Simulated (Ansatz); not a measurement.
Stepwise reaction of `C[O][SnH2][O]C` with hydrogen, as a gas-phase model of exchange steps in deposition or etching. ΔE in kJ/mol; ΔG adds harmonic PBE0-D4 terms to CCSD(T)/CBS, at 1 bar.

Calculated with Ansatz (gas phase, PBE0-D4/def2-TZVP geometries, no zero-point term in ΔE). CBS: MP2 limit from def2 TZ/QZ plus the TZ coupled-cluster correction, frozen cores. This one scheme is used for every species. Functionals use def2-TZVPP. B3LYP here is the variant with VWN-RPA as its local correlation; programs differ in this. Elements past krypton have def2 core potentials. For Sn outer-core shells are correlated without core-valence functions, which leaves a few kJ/mol of doubt a bond. Each species was taken in one conformer, which may not be the lowest.

| step | reaction | PBE-D4 | B3LYP-D4 | ωB97M-V | CCSD(T)/CBS | ΔG(500 K) |
| --- | --- | --- | --- | --- | --- | --- |
| 1 | `C[O][SnH2][O]C` + H₂ → `C[O][SnH3]` + CH₃OH | 9.4 | 10.7 | 6.2 | 15.8 | 9.2 |
| 2 | `C[O][SnH3]` + H₂ → `[SnH4]` + CH₃OH | -7.5 | -5.7 | -10.7 | -1.0 | 5.8 |

Q: By hand: ΔE of the 2 steps together at CCSD(T)/CBS.

A: (15.8) + (-1.0) = 14.8 kJ/mol, or 7.4 kJ/mol a step.

In ΔE each step is lower than the one before. ΔG lies between 5.8 and 9.2 kJ/mol a step. PBE-D4 differs from CCSD(T)/CBS by -6.5 to -6.4 kJ/mol a step. Only this route is followed, and other bonds may react first. Isolated molecules leave out the surface, adducts and barriers. Largest T1 diagnostic: 0.014.
